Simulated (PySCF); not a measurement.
## Electronic absorption of C5H4N2OS

Compound: C5H4N2OS.
InChI=1S/C5H4N2OS/c1-3-4-5(8-2)6-7-9-4/h1H,2H3

Computed, not measured: PySCF 2.14.0, density-fitted response routines, TDDFT CAM-B3LYP/def2-SVPD, vertical, gas phase, core orbitals frozen in the response. The structure is a single GFN2-xTB conformer in the gas phase; no vibrational or solvent corrections. Torsions of this conformer, `[CH:1]#[C:2][c:3]1[s:4][n:5][n:6][c:7]1[O:8][CH3:9]`: N6–C7–O8–C9 0°.

| state | E (eV) | E (kJ/mol) | λ (nm) | f | symmetry | main configurations (H = HOMO, L = LUMO) |
| --- | --- | --- | --- | --- | --- | --- |
| S1 | 3.88 | 375 | 319.4 | 0.0016 | – | H-1→L (95%) |
| S2 | 4.35 | 419 | 285.2 | 0.176 | A′ | H→L (94%) |
| S3 | 5.38 | 519 | 230.5 | 0.0001 | – | H→L+1 (72%) |
| S4 | 5.38 | 519 | 230.3 | 0.060 | A′ | H-2→L (76%), H-1→L+1 (12%) |
| S5 | 5.45 | 526 | 227.4 | 0.0000 | – | H-3→L (74%), H→L+1 (11%) |
| S6 | 5.80 | 560 | 213.6 | 0.0004 | – | H→L+3 (34%), H→L+2 (22%), H→L+5 (12%) |
| S7 | 6.23 | 601 | 198.9 | 0.0023 | A′ | H-1→L+1 (63%), H→L+4 (15%) |
| S8 | 6.44 | 621 | 192.5 | 0.0012 | – | H-2→L+1 (75%), H→L+2 (8%) |

Triplets (Tamm–Dancoff): T1 2.73 eV, H→L (94%); T2 3.22 eV, H-1→L (86%); T3 4.10 eV, H-2→L (88%).

The lowest singlet lies at 3.88 eV (319 nm, ultraviolet) and is very weak; its leading configuration is HOMO-1→LUMO (95%). The most intense listed level is S2 at 4.35 eV (285 nm, f = 0.176), 0.47 eV above S1. S3/S4 lie within about 0.01 eV of each other. Löwdin shares by element: HOMO carbon 32% or more, oxygen 17%, nitrogen 14% or more (atoms not listed hold the other 37%); LUMO nitrogen 36%, sulfur 22%, carbon 15% or more (atoms not listed hold the other 27%). The listed states span 2.56 eV, and the widest gap between neighbours is 1.03 eV (S2 to S3). The oscillator strengths of these states sum to 0.241; summed over the whole spectrum of an exact calculation they would give the number of electrons, 72 (Thomas–Reiche–Kuhn). Orbital energies (eV): HOMO-3 -10.24, HOMO-2 -9.67, HOMO-1 -8.95, HOMO -8.16, LUMO -1.14, LUMO+1 0.55, LUMO+2 1.18. No computed singlet lies in the visible range (380 to 750 nm); the lowest, at 319 nm, stands 0.62 eV above its violet end (3.26 eV); a Tamm–Dancoff triplet lies at 453 nm, without intensity as long as spin–orbit coupling is left out. Symmetry labels in Cs follow from the direction of the transition dipole and are given only for states with f of 0.002 or more. Only the lowest 8 singlets were computed, as vertical energies without vibronic structure.
